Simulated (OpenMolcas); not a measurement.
What dynamic correlation does to the levels of Mo2+

| Item | Value |
| --- | --- |
| Program | OpenMolcas 26.06 |
| Basis | ANO-RCC-VDZP [6s5p3d1f] |
| Scalar Hamiltonian | DKH2, point nucleus |
| Active space | 4 electrons in 6 orbitals (4d 5s) |
| State averaging | 2S+1 = 5 even, 15 roots; 2S+1 = 3 even, 95 roots; 2S+1 = 1 even, 90 roots |
| Spin-orbit coupling | state interaction with AMFI integrals over the reference wave functions, term energies averaged over their components |

Methods on the same reference wave functions:
A. CASSCF
B. SS-CASPT2, IPEA 0.25 Eh, imaginary shift 0.1 Eh (closed shells correlated: 4s 4p)
C. MS-CASPT2, IPEA 0.25 Eh, imaginary shift 0.1 Eh (closed shells correlated: 4s 4p)

Energies in cm-1 above 4d4 5D0, the measured ground level; measured values from Sugar and Musgrove, J. Phys. Chem. Ref. Data 17, 155 (1988).

```csv
Level,A,B,C,Measured
4d4 5D0,0.0,0.0,0.0,0.0
4d4 5D1,254,264,264,242
4d4 5D2,709,728,728,668
4d4 5D3,1311,1333,1333,1224
4d4 5D4,2018,2040,2040,1872
4d4 3P0(1),13819,12240,12240,11149
4d4 3H4,14597,14440,14440,12680
4d4 3P1(1),15111,13570,13570,12510
4d4 3H5,15155,15100,15100,13276
4d4 3H6,15668,15670,15670,13811
4d4 3F2(1),16599,15430,15430,13929
4d4 3F3(1),16619,15470,15470,13948
4d4 3F4(1),16901,15850,15850,14296
4d4 3P2(1),17115,15550,15550,14358
4d4 3G3,18823,17680,17680,15871
4d4 3G4,19273,18120,18120,16283
4d4 3G5,19676,18600,18600,16714
4d4 1I6,22724,22340,22340,20290
4d4 3D3,24000,21340,21340,19488
4d4 3D2,24071,21460,21460,19577
4d4 1G4(1),24224,22520,22520,20612
4d4 3D1,24430,21780,21780,
4d4 1D2(1),27853,25770,25770,22806
4d4 1S0(1),27947,24230,24230,22990
```

Deviations, from unrounded energies. A percentage is the sum of absolute deviations over the sum of measured energies, with the sign that they share, or ± where signs differ.

```tsv
Against measurement	Levels	A	B	C
mean absolute deviation (cm-1)	22	2500	1400	1400
fine structure of the ground term (%)	4	+7.1	+8.8	+8.8
other terms of the ground configuration (%)	18	+18.9	+10.5	+10.5
```

B, C lie about equally close to measurement and A furthest from it. The largest miss of C in the table is 4d4 1D2(1), by +3000 cm-1. The ranking rests on the paired levels alone, and a cruder setting can come out closer through cancelling errors.

Between B and C no level of the table moves by more than 5 cm-1.

The two smallest mean deviations differ by little beside CASPT2's spread within terms, so their order carries little weight.

From A to B the spin-free energies of the other terms of 4d4 shown, above 5D, scale by factors of 0.86 to 1.00.

The lowest spin-free term lies below A's lowest term by 0.241 hartree in B, 0.241 hartree in C.

CASPT2 does not keep the components of a term degenerate, so their means are used; among the terms shown or strongly mixed into the levels shown the widest spread is 210 cm-1 (4d4 1I, B). Some levels mix across a computed gap that differs much from the measured one, so their mixing is not that of the real levels. Without dynamic correlation excited terms often stand tens of per cent too high (terms of higher spin than the ground term too low), and those without a measured partner can miss by more than the paired ones (holds for A). Blocks of more than 70 roots (2S+1 = 3 even, 1 even) ran without multistate coupling (holds for C). Measured partners are found by configuration, term and J. A level has none where our copy of the source lacks it or the pairing is in doubt (some pairs that miss far off the trend of their configuration count as doubtful), and it then counts in no deviation. Levels of configurations outside the active space are missing. Levels that lie high or do not pair safely by name in every column are left out.

A number in round brackets counts repeated terms of one configuration in the order of the reference energies.
